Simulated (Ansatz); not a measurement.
```yaml
crystal:
  periodic: [false, false, false]
  atoms:
    - {symbol: Ag, position_ang: [0.846159, -1.827484, -0.981547]}
    - {symbol: Ag, position_ang: [-1.065194, 1.301160, 0.368719]}
    - {symbol: Ag, position_ang: [0.595601, 2.043400, 2.636741]}
    - {symbol: Ag, position_ang: [-1.710017, -0.867240, -1.152293]}
    - {symbol: Ag, position_ang: [1.599809, 0.303889, 0.540351]}
    - {symbol: H, position_ang: [-2.473927, 0.588041, -0.437853]}
    - {symbol: H, position_ang: [0.640167, 1.873781, 0.888388]}
    - {symbol: H, position_ang: [2.284968, -1.188830, -0.125754]}
    - {symbol: H, position_ang: [-0.717567, -2.226716, -1.736751]}
basis:
  gaussian: {orbitals: def2-mTZVPP, fitting: {mean_field: def2-universal-jkfit}, final_grid: {core_spheres: 8, valence_spheres: 7, degree: 23}}
total_charge: 1
hamiltonian: {xc: {name: HF}}
correlation: {method: mp2}
multiplicity: 3
output: {forces: true}
```

```sh
$ ansatz run in.yaml --threads 4 --pin off --events-out ev --progress --plain --max-ram 4787MiB
```

It prints (some lines left out):

```
Error: YAML parse error: error: line 18 column 1: unknown field `multiplicity`, expected one of crystal, accuracy, basis, kpoints, hamiltonian, magnetization, projection, total_charge, correlation, batch, efield, external_charges, scf, relax, neb, saddle, md, ramp, phonons, dielectric, real_time, elastic, magnetic_configurations, gw, evaluate, workflow, output, checkpoint, execution
16 | hamiltonian: {xc: {name: HF}}
17 | correlation: {method: mp2}
18 | multiplicity: 3
19 | output: {forces: true}
```

Question: What is wrong with this run?

Answer: The input holds a key that doesn't belong there (the spin goes under magnetization). The input was rejected before any iteration.
